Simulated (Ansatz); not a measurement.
Basis-set series for `SB(Cl)Cl`. Charge 0, multiplicity 1. All single points use the PBE0-D4/def2-TZVP geometry. It is one conformer, not always the lowest.

```tsv
functional	basis	functions	energy (Eh)	HOMO (eV)	LUMO (eV)
PBE0-D4	def2-SVP	73	-1343.25944	-8.23	-0.97
PBE0-D4	def2-TZVPP	171	-1343.73614	-8.35	-1.32
ωB97M-V	def2-SVP	73	-1343.65849	-10.32	1.19
ωB97M-V	def2-TZVPP	171	-1344.13088	-10.49	0.79
```

Problem. Give the rows for def2-QZVPP. (Best estimate.)

Solution. Computed: 
```tsv
functional	basis	functions	energy (Eh)	HOMO (eV)	LUMO (eV)
PBE0-D4	def2-QZVPP	297	-1343.77620	-8.38	-1.42
ωB97M-V	def2-QZVPP	297	-1344.16878	-10.53	0.66
```

Positive LUMOs are unbound and depend on the basis.
